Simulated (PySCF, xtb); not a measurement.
C₄H₆OSe, SMILES C=C1[C@@H](CO1)[SeH].

Coordinates come from a PBE0-D3(BJ)/def2-SVP optimisation. The structure was generated by enumeration; whether it is a known compound was not checked. The values are those of a single conformer.

These are IEF-PCM-B3LYP/def2-SVP run with PySCF values and carry that method's errors.

The values are the electrostatic part of the solvation free energy, E(continuum) − E(gas) at the gas-phase geometry, in a cavity of scaled van der Waals radii (PySCF's table); cavitation and dispersion terms are not included. In vacuum the orbital gap is 6.11 eV. The dipole moment in vacuum is 2.21 D.

```
solvent           ε  ΔG(elec) (kcal/mol)  dipole (D)  gap (eV)
------------  -----  -------------------  ----------  --------
water         78.36                 -4.6        3.08      6.24
benzene        2.27                  ___         ___       ___
diethylether   4.24                 -3.1        2.75      6.20
```

### Question
What belongs in the gaps? (The exact figures need the calculation; the answer reports its results.)

### Answer

- benzene, ΔG(elec) (kcal/mol): -2.0
- benzene, dipole (D): 2.55
- benzene, gap (eV): 6.17

For comparison, GFN2-xTB/ALPB(water) (xtb, at the GFN2-xTB geometry, all terms of that model) gives -2.5 kcal/mol.
